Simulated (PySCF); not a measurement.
A structure optimised at TPSSh-D3(BJ)/def2-SVP, used in a PySCF frequency run:

```xyz
10

F     -2.3228    -0.2488     1.1555
C     -1.5623    -0.0996     0.0117
C     -0.5243     0.9973     0.0418
C      0.4632     0.1090    -0.1703
Cl     2.1499     0.2635    -0.4634
C     -0.3988    -1.1295    -0.1376
H     -2.2533    -0.0711    -0.8481
H     -0.5789     2.0813     0.1358
H     -0.2783    -1.7545     0.7595
H     -0.3991    -1.7580    -1.0424
```

Q: Write its SMILES and formula.

A: F[C@H]1C=C(Cl)C1, C₄H₄ClF

Q: What are its rotational constants (standard atomic weights)?

A: 10.190, 1.4501, 1.3466 GHz
